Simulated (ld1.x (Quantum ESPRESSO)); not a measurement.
antimony (Sb), TM: configuration errors across variants

antimony, norm-conserving Troullier–Martins (Kleinman–Bylander form), made with ld1.x (Quantum ESPRESSO) 7.5 (PBE, fully relativistic). Core [Kr] 4d10, reference 5s1.5 5p3.5. Waves: 5p (bound): rc 2.55 bohr; 5d channel at -0.1 Ry: rc 2.15 bohr; 5s (bound): rc 1.85 bohr. Local part: the s channel. Core correction: a·sin(br)/r model core inside 1.15 bohr.

Open shells are filled in proportion to 2j + 1 (rel_dist='average').

All-electron excitation energies from the reference (eV): (1) 5s2 5p3 -4.016; (2) 5s2 5p2 4.317; (3) 5s2 5p1 20.306; (4) 5s1 5p4 4.070; (5) 5s2 5p2.5 -0.746; (6) 5s1 5p3 13.022; (7) 5s2 5p3.3 -5.179.

2 further variants failed, have other tests or too few solved ones, and are left out.

A true bound ghost makes a file unfit for plane-wave use even where its test errors are small: the radial tests pick states by their node count and pass the ghost by.

Errors AE − PS in meV (a dash: test not solved or not reliable):

| change | (1) | (2) | (3) | (4) | (5) | (6) | (7) | bound ghosts |
| --- | --- | --- | --- | --- | --- | --- | --- | --- |
| base | -2.4 | -1.9 | -22 | -2.5 | -1.4 | -9.7 | -2.8 | d3/2, d5/2 |
| wave 5p (bound): rc 2.55 bohr becomes 5p (bound): rc 3.56 bohr | +1.8 | -3.8 | -62 | +1.8 | +1.4 | -3.7 | +1.7 | d3/2, d5/2 |
| type RRKJ | -4.3 | -3.8 | -17 | -4.6 | -3.5 | -12 | -4.7 | d3/2, d5/2 |
| wave 5d channel at -0.1 Ry: rc 2.15 bohr becomes 5d channel at -0.14 Ry: rc 2.15 bohr | -2.4 | -1.9 | -22 | -2.5 | -1.4 | -9.7 | -2.8 | d3/2, d5/2 |

Problem. Give the same row for: core correction a·sin(br)/r model core inside 2.26 bohr.

Solution. -0.2, -3.7, -41, -0.3, 0.0, -8.8, -0.8; bound ghosts: d3/2, d5/2.
